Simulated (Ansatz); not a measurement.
Gas-phase electronic energies from Ansatz, PBE0-D4/def2-TZVP geometries. CCSD(T)/CBS adds triple-zeta CCSD(T) − MP2 to the extrapolated MP2 energy (def2 sets, frozen cores). This one scheme is used for every species. One conformer a species, not always the lowest.

Reaction (formal hydrolysis of the Si–C bond): `NC[SiH2]S[SiH3]` + H₂O → `O[SiH2]S[SiH3]` + CH₃NH₂

| species | CCSD/def2-TZVPP energy (Eh) |
| --- | --- |
| `NC[SiH2]S[SiH3]` | -1073.96235 |
| H₂O | -76.32939 |
| `O[SiH2]S[SiH3]` | -1054.64886 |
| CH₃NH₂ | -95.68504 |

(1) Work out ΔE.

Largest T1 diagnostic among the species: 0.012.

Answers

(1) ΔE = (-1054.64886) + (-95.68504) − (-1073.96235) − (-76.32939) = -0.04216 Eh = -1.15 eV. CCSD(T)/CBS gives -1.08 eV.

The D4 term adds +0.10 eV with B3LYP and +0.06 eV with PBE0; it sums over pairs of atoms, weighted by their polarisabilities, and B3LYP, whose exchange is more repulsive, gets the larger term. In def2-TZVPP, CCSD(T) changes the Hartree–Fock value by +0.28 eV (the triples alone add +0.04 eV) and MP2 by +0.27 eV. From PBE to PBE0 (25 % exact exchange), in def2-TZVPP and without D4, ΔE moves by −0.04 eV.

B3LYP here is the variant with VWN-RPA as its local correlation; programs differ in this.
